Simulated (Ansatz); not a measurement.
Cost against result

Saddle point of Si3N2H11ClF, doublet (Si₃N₂H₉ ([SiH3][NH][SiH][NH][SiH3]) + HCl + HF → Si₂NH₅Cl ([SiH3][NH][SiH][Cl]) + SiNH₅ ([NH2][SiH3]) + HF (still joined by a long Si–N bond); bonds formed: Si1–Cl8, N2–H9, H7–F10; bonds broken: H7–Cl8, H9–F10; bonds weakened to dative contacts: Si1–N2), PBE0-D4/def2-TZVP structure:

```
18
angstrom
Si -0.0058 -0.4214 1.3498
N 1.5082 0.0963 0.4679
Si 1.4767 -0.2073 -1.3013
N -1.3193 -0.1601 0.2917
Si -2.4037 -1.3210 -0.4095
H 0.1501 -1.9036 1.4872
H 0.6698 2.7406 1.1433
Cl -0.6865 2.7505 1.5926
H 1.7139 1.3090 0.6071
F 1.8555 2.4752 0.7191
H 2.3177 -0.3481 0.8980
H 0.6379 0.8338 -1.9247
H 0.9403 -1.5655 -1.5556
H 2.8822 -0.1186 -1.7641
H -1.5829 0.8185 0.2249
H -2.3941 -2.5478 0.4260
H -1.9933 -1.6953 -1.7911
H -3.7666 -0.7354 -0.4614
```

Barriers are electronic and count from the start structure reached by relaxing down the imaginary mode. Spin–orbit coupling is left out.

Program: Ansatz 0.2.0. Basis: as named in each row. Cores are frozen in the correlated methods; orbitals are unrestricted. B3LYP uses VWN-RPA correlation. Extrapolation: Hartree–Fock as exp(−7.88 √X), correlation as X^−2.97.

Times are rough, for one single point on 4 threads of a shared host (AMD EPYC 7R13), with one NVIDIA H100 (or a share of it) where marked.

The estimate by CCSD(T) at an estimated basis limit (MP2 extrapolated from triple and quadruple zeta, plus CCSD(T) − MP2 in triple zeta) is 31.9 kJ/mol.

```tsv
method	basis	time (s)	barrier (kJ/mol)	method less estimate
HF	STO-3G	under 1	-43.8	-75.6
PBE-D4	STO-3G	1	-131.1	-163.0
SPW92	def2-SVP	2	-17.8	-49.6
B3LYP-D4	6-31G	3	-21.7	-53.6
PBE-D4	def2-SVP	3	3.9	-28.0
BLYP-D4	def2-TZVPP	3 (H100)	15.0	-16.9
PBE0-D4	def2-TZVPP	4 (H100)	18.7	-13.2
PBE0-D4	def2-SVP	6	13.7	-18.2
r2SCAN-D4	def2-TZVPP	6 (H100)	13.6	-18.3
wB97M-V	def2-TZVPP	6 (H100)	25.7	-6.2
PBE-QIDH	def2-TZVPP	6 (H100)	27.1	-4.8
CCSD(T)	def2-SVP	6 (H100)	41.1	9.2
PBE-D4	def2-TZVPP	6 (H100)	9.1	-22.7
B97M-V	def2-TZVPP	6 (H100)	29.0	-2.9
B3LYP-D4	def2-TZVPP	6 (H100)	22.3	-9.6
BHLYP-D4	def2-TZVPP	6 (H100)	32.8	0.9
B2PLYP	def2-TZVPP	6 (H100)	30.0	-1.9
RPA on PBE	def2-TZVPP	6 (H100)	35.9	4.0
wB97X-V	def2-TZVPP	8 (H100)	26.4	-5.5
r2SCAN0-D4	def2-TZVPP	8 (H100)	20.7	-11.2
MP2	def2-QZVPP	8 (H100)	27.7	-4.2
SPW92	def2-TZVPP	9 (H100)	-11.7	-43.6
CAM-B3LYP-D4	def2-TZVPP	10 (H100)	24.5	-7.4
wB97M-V	def2-SVP	16	20.1	-11.7
CCSD(T)	def2-TZVPP	97 (H100)	35.4	3.5
```

All methods are single points on the PBE0-D4 structures; a negative value means that the method puts the saddle structure below the start.

T1 diagnostic: at most 0.013. ⟨S²⟩ of the unrestricted Hartree–Fock references: 0.75 to 0.76 (a pure state has 0.75).

Labels in which every atom is bracketed show which atoms are joined, not bond orders.
